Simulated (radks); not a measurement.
Spherical jellium clusters: N electrons in a uniform positive sphere of charge N and radius rs N^(1/3), rs = 5.04 bohr. Level of theory: non-relativistic Kohn-Sham, LDA (Slater exchange, Perdew-Wang correlation), spin-polarised, spherical densities (a radial shooting solver with Libxc functionals). Levels are named by radial order and angular momentum (1s, 1p, 1d, 2s, ...), and open shells are averaged over m. Each electron was tried in the lowest free levels, single moves between levels near the top were tried too, and the lowest total energy was kept; such a search can miss a lower state. Energies include the self-energy of the background; IP and EA are vertical (highest electron removed, lowest free level filled), at fixed background; spill-out counts the electrons outside the background radius R, and alpha is the static dipole polarisability from linear response (closed shells only). A dash means not computed or, for alpha, an open shell; in EA it means that no bound solution was reached, which is typical of self-interaction and does not show that the anion is unstable. Real open-shell clusters deform, which this model forbids.

N	open shells	2S	E/N (eV)	E(N+1) + E(N-1) - 2E(N) (eV)	alpha/R^3
1	1s(up 1, down 0)	1	-1.346	-	-
2	none	0	-1.661	0.745	1.464
3	1p(up 1, down 0)	1	-1.517	-0.489	-
4	1p(up 2, down 0)	2	-1.568	-0.319	-
5	1p(up 3, down 0)	3	-1.662	0.255	-
6	1p(up 3, down 1)	2	-1.682	-0.262	-
7	1p(up 3, down 2)	1	-1.734	-0.186	-
8	none	0	-1.796	0.790	1.323
9	1d(up 1, down 0)	1	-1.757	-0.192	-
10	1d(up 2, down 0)	2	-1.744	-0.160	-
11	1d(up 3, down 0)	3	-1.749	-0.134	-
12	1d(up 4, down 0)	4	-1.763	-0.113	-
13	1d(up 5, down 0)	5	-1.785	0.265	-
14	1d(up 5, down 1)	4	-1.784	-0.124	-
15	1d(up 5, down 2)	3	-1.792	-0.106	-
16	1d(up 5, down 3)	2	-1.805	-0.091	-
17	1d(up 5, down 4)	1	-1.822	-0.079	-
18	none	0	-1.841	0.165	1.248
19	2s(up 1, down 0)	1	-1.850	0.186	-
20	none	0	-1.849	0.172	1.270
21	1f(up 1, down 0)	1	-1.840	-0.085	-
22	1f(up 2, down 0)	2	-1.835	-0.077	-
23	1f(up 3, down 0)	3	-1.834	-0.070	-
24	1f(up 4, down 0)	4	-1.836	-0.064	-
25	1f(up 5, down 0)	5	-1.840	-0.058	-
26	1f(up 6, down 0)	6	-1.847	-0.054	-
27	1f(up 7, down 0)	7	-1.855	0.228	-
28	1f(up 7, down 1)	6	-1.854	-0.063	-
29	1f(up 7, down 2)	5	-1.855	-0.057	-
30	1f(up 7, down 3)	4	-1.858	-0.053	-
31	1f(up 7, down 4)	3	-1.863	-0.049	-
32	1f(up 7, down 5)	2	-1.869	-0.045	-
33	1f(up 7, down 6)	1	-1.876	-0.042	-
34	none	0	-1.884	0.271	1.198
35	2p(up 1, down 0)	1	-1.883	-0.029	-
36	2p(up 2, down 0)	2	-1.884	-	-

All shells are closed at N = 2, 8, 18, 20, 34 (there: 1s2 1p6 1d10 2s2 1f14); the second difference of the energy has clear peaks (12 % above both neighbours; the first and last values, which can be the largest, are not judged, and half-filled shells can peak too) at N = 5, 8, 13, 27, 34.
